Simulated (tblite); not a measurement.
A geometry optimisation, step by step.

C₂H₆BNO (charge -1 and doublet state).
SMILES with atom numbers: `[BH2-:1][NH:2][C:3]([CH3:4])=[O:5]` (hydrogens: H6, H7 on B1; H8 on N2; H9, H10, H11 on C4)
Bond orders are those of one Lewis drawing.

Computed with GFN2-xTB (tblite), gas phase: L-BFGS steps from a force-field or distance-geometry start until the largest atomic force falls under 0.01 eV/Å. 9 of its 83 geometries are shown.

Step 0: E = -427.3675 eV, largest atomic force 2.218 eV/Å
```
atom  x, y, z in Å  |  force x, y, z in eV/Å
B1      2.123   -0.256    0.209   -1.905   0.548  -0.996
N2      0.687   -0.442   -0.301    0.912   1.018   1.622
C3     -0.347    0.258    0.377    1.873  -0.426  -0.883
C4     -1.734    0.071   -0.131   -1.084   0.021   0.189
O5     -0.107    1.023    1.356   -0.257  -0.250  -0.175
H6      2.930   -0.437   -0.618    0.516  -0.630  -0.420
H7      2.282    0.735    0.848    0.033  -0.396   0.227
H8      0.492   -1.076   -1.095   -0.214   0.673   0.845
H9     -2.205   -0.703    0.521   -0.166   0.116  -0.753
H10    -1.782   -0.164   -1.202   -0.024  -0.368   0.291
H11    -2.332    0.994    0.010    0.316  -0.305   0.053
```

Step 10: E = -427.9428 eV, largest atomic force 0.377 eV/Å
```
atom  x, y, z in Å  |  force x, y, z in eV/Å
B1      2.109   -0.086    0.018    0.211  -0.060   0.033
N2      0.729   -0.305   -0.246   -0.079   0.123   0.181
C3     -0.329    0.292    0.420   -0.340  -0.040  -0.157
C4     -1.738    0.030   -0.137    0.124   0.030  -0.008
O5     -0.211    1.083    1.414    0.082  -0.165  -0.179
H6      2.939   -0.642   -0.662   -0.229   0.034   0.101
H7      2.395    0.637    0.915    0.114  -0.150  -0.246
H8      0.444   -0.967   -0.969    0.030   0.309   0.209
H9     -2.262   -0.758    0.424    0.030  -0.004  -0.041
H10    -1.770   -0.238   -1.202    0.165   0.002   0.134
H11    -2.300    0.957    0.000   -0.109  -0.079  -0.026
```

Step 20: E = -428.0224 eV, largest atomic force 0.112 eV/Å
```
atom  x, y, z in Å  |  force x, y, z in eV/Å
B1      2.117   -0.101    0.026    0.103  -0.039  -0.018
N2      0.714   -0.216   -0.179    0.034   0.050   0.051
C3     -0.369    0.358    0.455   -0.004  -0.002   0.008
C4     -1.733    0.015   -0.142   -0.040  -0.009  -0.024
O5     -0.282    1.126    1.467   -0.025   0.009  -0.005
H6      2.816   -0.756   -0.699   -0.024   0.013  -0.006
H7      2.591    0.597    0.854   -0.085  -0.046  -0.025
H8      0.438   -0.828   -0.938   -0.062   0.025   0.048
H9     -2.240   -0.810    0.383    0.105  -0.024   0.024
H10    -1.655   -0.265   -1.196   -0.016   0.014  -0.029
H11    -2.391    0.883   -0.057    0.015   0.009  -0.024
```

Step 31: E = -428.0285 eV, largest atomic force 0.047 eV/Å
```
atom  x, y, z in Å  |  force x, y, z in eV/Å
B1      2.119   -0.115    0.024   -0.009  -0.003   0.005
N2      0.712   -0.198   -0.165    0.020  -0.009  -0.010
C3     -0.372    0.388    0.455    0.036  -0.005   0.014
C4     -1.724    0.014   -0.149   -0.009  -0.002   0.007
O5     -0.308    1.149    1.473    0.019   0.035  -0.011
H6      2.796   -0.770   -0.717    0.000  -0.004  -0.008
H7      2.599    0.570    0.855   -0.004  -0.004   0.019
H8      0.414   -0.807   -0.917    0.018   0.006   0.002
H9     -2.189   -0.829    0.381   -0.013  -0.044   0.008
H10    -1.639   -0.261   -1.204   -0.016   0.015  -0.025
H11    -2.403    0.863   -0.061   -0.042   0.017   0.001
```

Step 41: E = -428.0336 eV, largest atomic force 0.081 eV/Å
```
atom  x, y, z in Å  |  force x, y, z in eV/Å
B1      2.115   -0.134    0.037   -0.029  -0.005   0.011
N2      0.708   -0.188   -0.161    0.014  -0.033  -0.026
C3     -0.371    0.432    0.435    0.055   0.011  -0.007
C4     -1.722    0.009   -0.144    0.013  -0.003   0.017
O5     -0.291    1.253    1.403   -0.059  -0.001  -0.018
H6      2.784   -0.767   -0.731    0.010  -0.026   0.013
H7      2.599    0.495    0.906    0.021   0.036   0.011
H8      0.407   -0.802   -0.908   -0.002   0.017  -0.023
H9     -2.118   -0.888    0.352   -0.006  -0.072   0.018
H10    -1.649   -0.209   -1.214   -0.016   0.006  -0.035
H11    -2.455    0.802   -0.001   -0.003   0.071   0.038
```

Step 51: E = -428.0392 eV, largest atomic force 0.064 eV/Å
```
atom  x, y, z in Å  |  force x, y, z in eV/Å
B1      2.113   -0.161    0.063   -0.032   0.011  -0.028
N2      0.710   -0.178   -0.172    0.006  -0.039  -0.026
C3     -0.369    0.474    0.389    0.053  -0.009   0.032
C4     -1.724   -0.001   -0.137    0.049   0.037  -0.017
O5     -0.295    1.355    1.304   -0.008   0.009   0.026
H6      2.787   -0.799   -0.697   -0.010  -0.021   0.029
H7      2.595    0.451    0.948   -0.006   0.030  -0.003
H8      0.408   -0.785   -0.924    0.014  -0.005  -0.007
H9     -2.027   -0.961    0.306    0.001  -0.025   0.002
H10    -1.714   -0.129   -1.226   -0.013  -0.003  -0.029
H11    -2.479    0.738    0.120   -0.054   0.014   0.020
```

Step 62: E = -428.0427 eV, largest atomic force 0.041 eV/Å
```
atom  x, y, z in Å  |  force x, y, z in eV/Å
B1      2.109   -0.158    0.060    0.001  -0.017   0.019
N2      0.709   -0.182   -0.182    0.007   0.020  -0.010
C3     -0.365    0.484    0.377    0.005   0.002   0.001
C4     -1.722    0.004   -0.137    0.012  -0.002  -0.004
O5     -0.283    1.370    1.287    0.005   0.004   0.008
H6      2.787   -0.856   -0.640   -0.009   0.011  -0.012
H7      2.578    0.486    0.930    0.007   0.014  -0.010
H8      0.407   -0.789   -0.935   -0.009  -0.022   0.034
H9     -1.977   -0.988    0.265   -0.021  -0.018  -0.025
H10    -1.742   -0.069   -1.231   -0.006  -0.001  -0.016
H11    -2.496    0.701    0.179    0.008   0.009   0.015
```

Step 72: E = -428.0475 eV, largest atomic force 0.102 eV/Å
```
atom  x, y, z in Å  |  force x, y, z in eV/Å
B1      2.110   -0.154    0.058    0.006  -0.009  -0.014
N2      0.705   -0.209   -0.148    0.016  -0.015  -0.015
C3     -0.367    0.464    0.403   -0.009   0.026  -0.018
C4     -1.719    0.015   -0.149   -0.033  -0.018  -0.018
O5     -0.285    1.367    1.294   -0.001   0.008   0.017
H6      2.776   -0.876   -0.633   -0.005   0.022   0.038
H7      2.594    0.565    0.859    0.003  -0.021  -0.027
H8      0.393   -0.869   -0.850    0.009   0.011   0.018
H9     -1.968   -1.010    0.169   -0.020   0.038  -0.015
H10    -1.734    0.025   -1.250   -0.028   0.027   0.081
H11    -2.498    0.685    0.221    0.061  -0.068  -0.046
```

Step 82: E = -428.0500 eV, largest atomic force 0.006 eV/Å
```
atom  x, y, z in Å  |  force x, y, z in eV/Å
B1      2.111   -0.157    0.060    0.002  -0.002  -0.001
N2      0.704   -0.220   -0.134    0.001  -0.001   0.001
C3     -0.367    0.471    0.395    0.000   0.005   0.002
C4     -1.719    0.018   -0.155    0.002   0.002  -0.001
O5     -0.284    1.404    1.257    0.001  -0.003  -0.002
H6      2.773   -0.926   -0.577    0.002   0.000  -0.001
H7      2.603    0.611    0.808    0.003   0.003   0.004
H8      0.390   -0.916   -0.799   -0.005  -0.001  -0.002
H9     -1.914   -1.043    0.057   -0.001  -0.003   0.001
H10    -1.783    0.150   -1.245    0.000  -0.001  -0.005
H11    -2.507    0.610    0.307   -0.003   0.000   0.004
```

Q: Summarise the path.

A: The energy falls by 15.74 kcal/mol from step 0 to step 82; nine tenths of that is first reached at step 14. It rises by more than 0.2 meV at step 75. The largest force goes from 2.218 to 0.006 eV/Å. Among the bonds B1–N2 changes most, from 1.535 to 1.421 Å; the atoms move by 0.386 Å rms after alignment.

Q: Follow the three bonds and two angles with the largest change from start to end.

A: 
```
step  E above end (kcal/mol)  largest force (eV/Å)  B1–N2 (Å)  N2–C3 (Å)  C3–C4 (Å)  B1–N2–C3 (°)  C3–N2–H8 (°)
   0                   15.74                 2.218      1.535      1.421      1.489         117.5         122.0
   4                    5.73                 0.748      1.414      1.371      1.516         123.2         115.1
   7                    3.62                 0.385      1.427      1.384      1.525         125.4         113.6
  11                    2.09                 0.302      1.421      1.384      1.530         126.9         113.4
  14                    1.47                 0.295      1.426      1.380      1.522         130.6         111.5
  18                    0.73                 0.164      1.422      1.381      1.535         132.5         112.3
  21                    0.60                 0.103      1.423      1.380      1.527         132.7         112.1
  25                    0.53                 0.045      1.422      1.380      1.532         133.8         111.1
  29                    0.51                 0.034      1.421      1.379      1.529         133.7         111.2
  32                    0.49                 0.051      1.422      1.380      1.528         133.8         110.9
  36                    0.45                 0.095      1.421      1.380      1.531         133.2         111.2
  39                    0.41                 0.073      1.422      1.380      1.530         133.7         111.3
  43                    0.34                 0.072      1.420      1.380      1.530         134.1         110.8
  46                    0.31                 0.043      1.421      1.380      1.529         133.8         110.9
  50                    0.27                 0.077      1.423      1.380      1.528         134.3         110.6
  53                    0.22                 0.051      1.421      1.381      1.529         134.0         110.8
  57                    0.20                 0.042      1.421      1.381      1.530         133.8         111.0
  61                    0.17                 0.042      1.421      1.381      1.529         133.6         110.9
  64                    0.16                 0.041      1.420      1.381      1.528         133.4         111.0
  68                    0.13                 0.046      1.420      1.380      1.528         133.3         110.7
  71                    0.08                 0.115      1.421      1.380      1.528         133.6         110.7
  75                    0.04                 0.177      1.421      1.381      1.529         133.9         110.9
  78                    0.00                 0.037      1.421      1.380      1.529         133.9         110.8
  82                    0.00                 0.006      1.421      1.380      1.529         133.9         110.8
```

What follows is the cost of the whole relaxation. The run took 0.29 s on Arm Neoverse V1, one thread, on a shared host.
